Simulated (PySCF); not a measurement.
**A small calculation by hand: refractive index and permittivity of the vapour**

SrCl, SMILES [Sr][Cl], multiplicity 2.

The structure is a stationary point at B3LYP-D3(BJ)/def2-TZVPD. The spin state was assumed, not searched. The def2 effective core potentials stand for the cores of Sr; spin–orbit coupling is left out.

PBE/def2-TZVPD (PySCF) gives a mean static polarisability of 178.7 bohr³ and a dipole moment of 4.76 D. Take an ideal gas at 298.15 K and 1 bar, whether or not the substance is that volatile.

Question: Work out n − 1 in the optical limit and the static ε − 1.

Answer: 
Polarisability volume α' = 178.7 × 0.148185 = 26.48 Å³. Number density N = p/kT = 2.43e-5 Å⁻³.
Dilute limit of Lorentz–Lorenz: n − 1 = 2π N α' = 0.0040.
Orientation term of Debye: μ²/(3kT) = 8.098 Å³ × μ²(D²) = 183.48 Å³.
ε − 1 = 4π N (α' + μ²/3kT) = 0.064. Orientation of the dipole supplies 87 % of the static response; it can't follow optical fields. Vibrational polarisation and dispersion are left out.
